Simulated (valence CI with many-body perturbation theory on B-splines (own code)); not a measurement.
Results of a calculation; reference values are marked as such.
## Sensitivity of CI+MBPT for Br4+

Method: configuration interaction combined with many-body perturbation theory (CI+MBPT): three valence electrons over a frozen Dirac-Fock core [Ar] 3d10, a basis of 6 s, 6 p, 5 d, 3 f, 1 g functions for each j, with the one-electron correlation potential Σ1 (screened to all orders), the two-electron term Σ2, the three-electron term Σ3, Breit, model QED; selected single and double excitations, second order for the rest, scaled by the run's own slope (own B-spline code, finite nucleus).

Set against measurement, 8 paired levels are off by 113 cm⁻¹ on average, the worst by 223. These come from a selection out of Moore, Atomic Energy Levels, vol. II, NSRDS-NBS 35 (1971 reprint of NBS Circular 467, 1952), an old analysis. Levels without a partner in it may be off by more.

The reference run has the lowest level 4s2 4p 2P°_1/2 and an ionisation energy of 59.6718 eV. Its largest variational space holds 4428 state functions.

Changed runs:
A. logarithmic knot step 0.27 → 0.4
B. QED terms on → off
C. highest l with Σ1, explicit Σ2 and valence Breit (higher l get mean screening factors) 3 → 2
D. size limit of the variational space 10000 → 300; second order for the rest on → off (bad on purpose)

Excitation energies of the reference run in cm⁻¹, and shifts in cm⁻¹:

```tsv
Level	Reference	A	B	C	D
4s2 4p 2P°_3/2	6077	-0.5	-13	-1.2	+497
4s 4p2 4P_1/2	93207	-12	+186	-48	-375
4s 4p2 4P_3/2	95673	-12	+180	-49	-142
4s 4p2 4P_5/2	98974	-12	+173	-48	-112
4s 4p2 2D_3/2	122718	-12	+159	+28	+451
4s 4p2 2D_5/2	123447	-12	+157	+28	+549
4s 4p2 2S_1/2	149530	-12	+178	+90	+525
4s 4p2 2P_1/2	158298	-13	+174	+45	+744
4s 4p2 2P_3/2	161170	-13	+171	+35	+1312
4s2 4d 2D_3/2	188047	-13	+1.1	+316	+928
4s2 4d 2D_5/2	188676	-13	-1.2	+314	+882
4s2 5s 2S_1/2	213484	-10	-86	-30	+145
Ionisation energy (eV)	59.6718	-0.0023	-0.0051	-0.0040	-0.0854
```
